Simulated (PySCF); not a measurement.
H4O4Si, charge +1, doublet, geometry from GFN2-xTB (a state made from the parent by changing its charge; the spin is typed, not shown lowest), atoms displaced at random by about 0.03 Å a coordinate; PySCF with R2SCAN/STO-3G, gradient.

PySCF was given this input:
```python
from pyscf import gto, scf, dft

mol = gto.Mole()
mol.atom = '''
    O     0.80169153    1.21036818   -0.78500168
    Si   -0.00155826    0.06695959    0.00097013
    O    -1.14740751    0.57130455    1.01546751
    O    -0.78155906   -0.91017348   -1.11280656
    O     1.03557607   -0.91696770    0.84020463
    H     1.11733032    2.02833028   -0.42110144
    H    -1.42650990    0.20162472    1.78357197
    H    -1.15057192   -0.63218110   -1.91350443
    H     1.63577263   -1.63990255    0.57600096
'''
mol.basis = 'sto-3g'
mol.charge = 1
mol.spin = 1
mol.verbose = 4
mol.build()

mf = dft.UKS(mol)
mf.xc = 'r2scan'
mf.kernel()
g = mf.nuc_grad_method()
grad = g.kernel()
```

Question: Write the output that PySCF gives for this input, abridged.

Answer: 
```
PySCF version 2.14.0

[INPUT] verbose = 4
[INPUT] num. atoms = 9
[INPUT] num. electrons = 49
[INPUT] charge = 1
[INPUT] spin (= nelec alpha-beta = 2S) = 1
[INPUT] symmetry False subgroup None
[INPUT] Mole.unit = angstrom
[INPUT] Symbol           X                Y                Z      unit          X                Y                Z       unit  Magmom
[INPUT]  1 O      0.801691530000   1.210368180000  -0.785001680000 AA    1.514977428084   2.287264370088  -1.483438182523 Bohr   0.0
[INPUT]  2 Si    -0.001558260000   0.066959590000   0.000970130000 AA   -0.002944684631   0.126535286513   0.001833280005 Bohr   0.0
[INPUT]  3 O     -1.147407510000   0.571304550000   1.015467510000 AA   -2.168285947169   1.079609133218   1.918955482294 Bohr   0.0
[INPUT]  4 O     -0.781559060000  -0.910173480000  -1.112806560000 AA   -1.476932573573  -1.719978603042  -2.102899628019 Bohr   0.0
[INPUT]  5 O      1.035576070000  -0.916967700000   0.840204630000 AA    1.956955153453  -1.732817818072   1.587756639292 Bohr   0.0
[INPUT]  6 H      1.117330320000   2.028330280000  -0.421101440000 AA    2.111448295473   3.832988719362  -0.795766392260 Bohr   0.0
[INPUT]  7 H     -1.426509900000   0.201624720000   1.783571970000 AA   -2.695713024981   0.381015500742   3.370462546751 Bohr   0.0
[INPUT]  8 H     -1.150571920000  -0.632181100000  -1.913504430000 AA   -2.174265815415  -1.194649140126  -3.615999310842 Bohr   0.0
[INPUT]  9 H      1.635772630000  -1.639902550000   0.576000960000 AA    3.091162272759  -3.098966690476   1.088484061887 Bohr   0.0

nuclear repulsion = 268.395851252764
number of shells = 21
number of NR pGTOs = 99
number of NR cGTOs = 33
basis = sto-3g
ecp = {}

******** <class 'pyscf.dft.uks.UKS'> ********
method = UKS
initial guess = minao
damping factor = 0
level_shift factor = 0
DIIS = <class 'pyscf.scf.diis.CDIIS'>
diis_start_cycle = 1
diis_space = 8
diis_damp = 0
SCF conv_tol = 1e-09
SCF conv_tol_grad = None
SCF max_cycles = 50
direct_scf = True
direct_scf_tol = 1e-13
number electrons alpha = 25  beta = 24
XC library pyscf.dft.libxc version 7.1.2
    S. Lehtola, C. Steigemann, M. J. T. Oliveira, and M. A. L. Marques,  SoftwareX 7, 1–5 (2018)
XC functionals = r2scan
    J. W. Furness, A. D. Kaplan, J. Ning, J. P. Perdew, and J. Sun,  J. Phys. Chem. Lett. 11, 8208–8215 (2020)
    J. W. Furness, A. D. Kaplan, J. Ning, J. P. Perdew, and J. Sun,  J. Phys. Chem. Lett. 11, 9248–9248 (2020)
    J. W. Furness, A. D. Kaplan, J. Ning, J. P. Perdew, and J. Sun,  J. Phys. Chem. Lett. 11, 8208–8215 (2020)
    J. W. Furness, A. D. Kaplan, J. Ning, J. P. Perdew, and J. Sun,  J. Phys. Chem. Lett. 11, 9248–9248 (2020)
radial grids:
    Treutler-Ahlrichs [JCP 102, 346 (1995); DOI:10.1063/1.469408] (M4) radial grids

becke partition: Becke, JCP 88, 2547 (1988); DOI:10.1063/1.454033
pruning grids: <function nwchem_prune>
grids dens level: 3
symmetrized grids: False
atomic radii adjust function: <function treutler_atomic_radii_adjust>
small_rho_cutoff = 0
Set gradient conv threshold to 3.16228e-05
tot grids = 114744
init E= -585.954955734026

cycle= 1 E= -584.588808661935  delta_E= 1.37  |g|=  0.6  |ddm|= 2.69
cycle= 2 E= -583.911804677005  delta_E= 0.677  |g|=  1.2  |ddm|= 2.65
cycle= 3 E= -584.716986921187  delta_E= -0.805  |g|= 0.428  |ddm|= 2.23
cycle= 4 E= -584.717097878533  delta_E= -0.000111  |g|= 0.417  |ddm|= 1.54
cycle= 5 E= -584.778734625693  delta_E= -0.0616  |g|= 0.327  |ddm|= 0.87
cycle= 6 E= -584.798422738649  delta_E= -0.0197  |g|= 0.259  |ddm|= 0.921
cycle= 7 E= -584.762392481154  delta_E= 0.036  |g|= 0.321  |ddm|= 1.43
cycle= 8 E= -584.862121697294  delta_E= -0.0997  |g|= 0.0724  |ddm|= 1.15
cycle= 9 E= -584.807097289108  delta_E= 0.055  |g|= 0.241  |ddm|= 0.886
cycle= 10 E= -584.864868864451  delta_E= -0.0578  |g|= 0.0506  |ddm|= 0.726
cycle= 11 E= -584.846713501567  delta_E= 0.0182  |g|= 0.146  |ddm|= 0.428
cycle= 12 E= -584.859387891041  delta_E= -0.0127  |g|= 0.0914  |ddm|= 0.183
cycle= 13 E= -584.860877194503  delta_E= -0.00149  |g|= 0.0823  |ddm|= 0.028
cycle= 14 E= -584.862701530382  delta_E= -0.00182  |g|= 0.0693  |ddm|= 0.0379
cycle= 15 E= -584.864224040263  delta_E= -0.00152  |g|= 0.0562  |ddm|= 0.349
cycle= 16 E= -584.863765214835  delta_E= 0.000459  |g|= 0.0605  |ddm|= 0.0155
cycle= 17 E= -584.865330527834  delta_E= -0.00157  |g|= 0.0443  |ddm|= 0.0473
cycle= 18 E= -584.866176517362  delta_E= -0.000846  |g|= 0.0322  |ddm|= 0.034
cycle= 19 E= -584.867098489019  delta_E= -0.000922  |g|= 0.00415  |ddm|= 0.0772
cycle= 20 E= -584.867109640281  delta_E= -1.12e-05  |g|= 0.0022  |ddm|= 0.00541
cycle= 21 E= -584.867113986063  delta_E= -4.35e-06  |g|= 0.000135  |ddm|= 0.00564
cycle= 22 E= -584.867113981017  delta_E= 5.05e-09  |g|= 0.000156  |ddm|= 0.000784
cycle= 23 E= -584.867114002324  delta_E= -2.13e-08  |g|= 2.26e-05  |ddm|= 0.000356
cycle= 24 E= -584.867114002775  delta_E= -4.51e-10  |g|= 2.02e-06  |ddm|= 5.74e-05
Extra cycle  E= -584.867113995344  delta_E= 7.43e-09  |g|= 9.1e-05  |ddm|= 0.000247
converged SCF energy = -584.867113995344  <S^2> = 0.75231564  2S+1 = 2.0023143

******** <class 'pyscf.grad.uks.Gradients'> for <class 'pyscf.dft.uks.UKS'> ********
unit = Eh/Bohr
grid_response = False
--------------- UKS gradients ---------------
         x                y                z
0 O     0.0099635596     0.0374940283     0.0527600869
1 Si    -0.0054837780     0.0307231736     0.0082143064
2 O    -0.0274358604    -0.0825380965     0.1235977425
3 O    -0.0405001688     0.0478122270    -0.1035617611
4 O     0.0203987867    -0.0252949597    -0.0374844383
5 H    -0.0192195728    -0.0552091655    -0.0341565280
6 H     0.0408518762     0.0696591140    -0.1323066856
7 H     0.0387355921    -0.0436882456     0.0977763454
8 H    -0.0163613428     0.0216887146     0.0252427519
----------------------------------------------
```
